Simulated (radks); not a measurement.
The numbers below are computed, except where a source is named.
All-electron atom: the aluminium ion Al+ in [Ne] 3s2.

Code: a radial shooting solver on a logarithmic mesh with Libxc functionals. Model: Dirac Kohn-Sham, PBE, spin-unpolarised, spherical densities, finite nucleus; Fermi nuclear charge, rms radius 3.061 fm.

Energy parts (Ry):
total: -484.94610
kinetic: 486.03928
electron-nucleus: -1152.96057
Hartree: 218.47022
exchange-correlation: -36.49503

Orbitals (lengths in bohr, moments of r in powers of bohr; r(90%) holds 90 % of the orbital's charge):
orbital  occ.  eigenvalue (Ry)   <1/r>     <r>  r(90%)
1s1/2       2        -111.6836   12.63  0.1202   0.215
2s1/2       2         -8.56215   2.341  0.6257   0.990
2p1/2       2         -5.75330   2.218  0.6015    1.02
2p3/2       4         -5.72082   2.207  0.6037    1.02
3s1/2       2         -1.08852  0.5656   2.377    3.59
3p1/2       0         -0.66658  0.4567   2.902    4.47
3p3/2       0         -0.66482  0.4556   2.908    4.47

The highest occupied level is 3s1/2 at -14.810 eV. For comparison, the ionisation energy in NIST's Atomic Spectra Database is 18.829 eV (measured). In exact Kohn-Sham theory the highest level is minus the ionisation energy, but local and semilocal functionals leave it too shallow, through self-interaction and a potential that decays too fast; potentials with the right tail come closer.
